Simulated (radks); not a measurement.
Excited configurations of B II: one electron is placed in a higher orbital outside [He] 2s1. The ground configuration is [He] 2s2. Method: non-relativistic Kohn-Sham, PBEsol, spin-polarised, spherical densities, point nucleus; open shells are filled with parallel spins first; computed with a radial shooting solver on a logarithmic mesh with Libxc functionals. Excitation = E - E(ground); binding = E(ion) - E, where the ion is the core of charge +2; n* = 2/sqrt(2 binding) in atomic units, and the quantum defect is n - n*.

| outer orbital | excitation (eV) | binding (eV) | quantum defect | eigenvalue (eV) |
|---|---|---|---|---|
| 3s | 15.251 | 9.163 | 0.563 | -7.264 |
| 4s | 19.603 | 4.811 | 0.637 | -3.836 |
| 4d | 20.470 | 3.944 | 0.285 | -3.006 |
| 5s | 21.440 | 2.974 | 0.723 | -2.411 |
| 5d | 21.849 | 2.565 | 0.394 | -2.032 |
| 5f | 22.044 | 2.370 | 0.208 | -1.834 |
| 6s | 22.392 | 2.022 | 0.812 | -1.659 |
| 6f | 22.723 | 1.691 | 0.327 | -1.344 |
| 7s | 22.949 | 1.466 | 0.906 | -1.214 |
| 7d | 23.087 | 1.327 | 0.596 | -1.089 |

The Delta-SCF ionisation energy is 24.414 eV (NIST Atomic Spectra Database: 25.155 eV, measured). Self-interaction in the functional shifts the binding energies and quantum defects, so they are the method's values and not measured ones.
